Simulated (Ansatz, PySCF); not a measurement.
Compounds of C with 4 ligands, in which Cl is traded for H. Quantity: C-Cl bond dissociation enthalpy, 298 K, in kcal/mol. Geometries: B3LYP-D3(BJ)/def2-TZVP minima from Ansatz (a first-principles code). Frequencies are from Ansatz or PySCF. Valence correlation only, unless marked. Open shells are spin-unrestricted. No spin-orbit coupling. Non-relativistic. CBS marks a two-point X^-3 extrapolation of the correlation energy; Hartree-Fock from the larger set. [CCSD(T)-MP2]/basis is that difference in the basis named. Rows marked 298 K are enthalpies with B3LYP-D3(BJ) harmonic zero-point and thermal terms. The first level has limits of its own.

```
n(H)                         species (SMILES)  RI-MP2/CBS(cc-pV(T+d)Z,cc-pV(Q+d)Z)+[CCSD(T)-MP2]/cc-pV(T+d)Z (Ansatz)  PBE/def2-TZVPD (Ansatz)  wB97M-V/def2-TZVPD (Ansatz)
----  ---------------------------------------  ----------------------------------------------------------------------  -----------------------  ---------------------------
0     ClC(Cl)(Cl)Cl, to Cl[C](Cl)Cl + Cl atom                                                                    69.9                     66.7                         69.2
1            ClC(Cl)Cl, to Cl[CH]Cl + Cl atom                                                                    75.6                     73.9                         75.1
2                 ClCCl, to [CH2]Cl + Cl atom                                                                       ?                        ?                            ?
3       CCl (CH3Cl), to [CH3] (CH3) + Cl atom                                                                    84.7                     86.7                         85.5
```

Problem. Fit a straight line through the known rows at each level by least squares, predict the withheld row (n(H) = 2), and compare with the run.

Solution. 
- The known rows have mean n(H) = 1.33333 and Σ(n(H) - mean)² = 4.6667.
- RI-MP2/CBS(cc-pV(T+d)Z,cc-pV(Q+d)Z)+[CCSD(T)-MP2]/cc-pV(T+d)Z: mean 76.733, Σ(n(H) - mean)(y - mean) = 22.767, slope 4.879 kcal/mol a step; the line gives 76.733 + (4.879)×(2 - 1.33333) = 80.0; the run gives 80.2, +0.2 from the line, whose largest residual on the known rows is 0.5.
- PBE/def2-TZVPD: mean 75.767, Σ(n(H) - mean)(y - mean) = 30.933, slope 6.628 kcal/mol a step; the line gives 75.767 + (6.628)×(2 - 1.33333) = 80.2; the run gives 80.2, +0.0 from the line, whose largest residual on the known rows is 0.3.
- wB97M-V/def2-TZVPD: mean 76.600, Σ(n(H) - mean)(y - mean) = 25.200, slope 5.400 kcal/mol a step; the line gives 76.600 + (5.400)×(2 - 1.33333) = 80.2; the run gives 80.2, +0.0 from the line, whose largest residual on the known rows is 0.3.
- PBE minus the first level along the series: -3.2, -1.7, +0.0, +2.0 kcal/mol.
